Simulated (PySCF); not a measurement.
PBEsol on Cu⁻ (copper, charge -1), [Ar] 3d10 4s2, closed-shell 1S. Calculation: PySCF 2.14, in x2c-TZVPPall with one added diffuse shell each of s, p, d, f type (7s6p5d3f1g, 80 functions); the spin-free X2C one-electron Hamiltonian (Gaussian nucleus).

```
cycle= 1 E= -1652.826123674  delta_E= 0.326  |g|= 1.42  |ddm|= 0.758
cycle= 2 E= -1651.10652468336  delta_E= 1.72  |g|= 3.55  |ddm|= 1.93
cycle= 3 E= -1653.1034547836  delta_E=   -2  |g|= 0.597  |ddm|= 1.31
cycle= 4 E= -1653.16012546755  delta_E= -0.0567  |g|= 0.372  |ddm|= 0.742
cycle= 5 E= -1653.19670366784  delta_E= -0.0366  |g|= 0.0733  |ddm|= 0.404
cycle= 6 E= -1653.1987915564  delta_E= -0.00209  |g|= 0.0021  |ddm|= 0.103
cycle= 7 E= -1653.19879212472  delta_E= -5.68e-07  |g|= 0.00172  |ddm|= 0.00664
cycle= 8 E= -1653.1987927078  delta_E= -5.83e-07  |g|= 0.000152  |ddm|= 0.000833
cycle= 9 E= -1653.19879271538  delta_E= -7.58e-09  |g|= 3.11e-06  |ddm|= 0.000189
cycle= 10 E= -1653.19879271539  delta_E= -1.59e-12  |g|= 1.15e-07  |ddm|= 2.43e-06
converged SCF energy = -1653.19879271539  <S^2> = -2.3092639e-14  2S+1 = 1
```

Highest occupied orbital energy: 1.255 eV; ⟨L²⟩ = 0.00; populations by l: s 8.00, p 12.00, d 10.00, f 0.00.

(1) Can this result be used?

Answers

(1) With care. Self-consistency was reached. At PBEsol the highest occupied level has a positive energy, so only the finite basis holds that electron; in a semilocal or global hybrid functional this comes from self-interaction and does not mean that the real anion is unbound.
